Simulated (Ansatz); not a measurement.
Computed with Ansatz on PBE0-D4/def2-TZVP structures; ΔE is electronic, products minus reactants. CCSD(T)/CBS adds triple-zeta CCSD(T) − MP2 to the extrapolated MP2 energy (def2 sets, frozen cores). DFT in def2-TZVPP. B3LYP here is the variant with VWN-RPA as its local correlation; programs differ in this. One conformer a species, not always the lowest.

`Cl[SiH2]N[Si](Cl)(Cl)Cl` + `CCS` → `CCS[SiH2]Cl` + `N[Si](Cl)(Cl)Cl`  (ligand exchange at the Si–N bond)

(1) Is it downhill or uphill in electronic energy at CCSD(T)/CBS, and by how much? (Best estimate.)

(2) What do these levels give: r2SCAN-D4, PBE, B3LYP, SCS-MP2/def2-TZVPP, HF/def2-QZVPP, HF/CBS(def2)? (Best estimate.)

Largest T1 diagnostic among the species: 0.010.

Results:

(1) Computed: Uphill: ΔE = +0.04 eV.

(2) Ansatz gave: r2SCAN-D4 -0.02, PBE -0.09, B3LYP 0.01, SCS-MP2/def2-TZVPP 0.09, HF/def2-QZVPP 0.13, HF/CBS(def2) 0.13 eV.

From PBE to PBE0 (25 % exact exchange), in def2-TZVPP and without D4, ΔE moves by +0.03 eV. In def2-TZVPP, CCSD(T) changes the Hartree–Fock value by −0.04 eV (the triples alone add −0.02 eV) and MP2 by −0.07 eV.
